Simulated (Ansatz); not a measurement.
[NbOF4]- (NbOF₄⁻). Charge -1, multiplicity 1. Geometry r2SCAN-D4/def2-SVPD.

```xyz
6

Nb   -0.0634   -0.0092    0.0140
O    -1.7288   -0.2513    0.3820
F     0.7069    0.8339    1.5783
F     0.0482    1.7420   -0.8059
F     0.1892   -0.7037   -1.7763
F     0.8480   -1.6117    0.6079
```

In the def2 sets Nb takes a core potential; there is no spin–orbit coupling.

(1) Estimate the orbital energies around the gap (eV) in Ansatz with PBE-D4/def2-TZVPD, revPBE-D4/def2-TZVPD, PBE0-D4/def2-TZVPD, BHLYP-D4/def2-TZVPD, CAM-B3LYP-D4/def2-TZVPD.

## Answers

(1) 
| orbital | PBE-D4/def2-TZVPD | revPBE-D4/def2-TZVPD | PBE0-D4/def2-TZVPD | BHLYP-D4/def2-TZVPD | CAM-B3LYP-D4/def2-TZVPD |
| --- | --- | --- | --- | --- | --- |
| HOMO−5 | -4.42 | -4.32 | -6.44 | -8.49 | -8.06 |
| HOMO−4 | -4.32 | -4.22 | -6.37 | -8.44 | -7.99 |
| HOMO−3 | -3.77 | -3.68 | -5.79 | -7.84 | -7.39 |
| HOMO−2 | -3.65 | -3.56 | -5.44 | -7.17 | -6.96 |
| HOMO−1 | -3.19 | -3.10 | -4.88 | -6.51 | -6.41 |
| HOMO | -3.19 | -3.10 | -4.88 | -6.51 | -6.41 |
| LUMO | 1.97 | 2.08 | 2.81 | 3.76 | 3.90 |
| LUMO+1 | 3.25 | 3.21 | 3.77 | 4.05 | 4.17 |
| LUMO+2 | 3.36 | 3.43 | 4.10 | 4.38 | 4.47 |
| LUMO+3 | 3.36 | 3.43 | 4.10 | 4.49 | 4.58 |
| LUMO+4 | 3.85 | 3.74 | 4.20 | 4.49 | 4.58 |
| LUMO+5 | 4.01 | 3.91 | 4.47 | 5.18 | 5.33 |
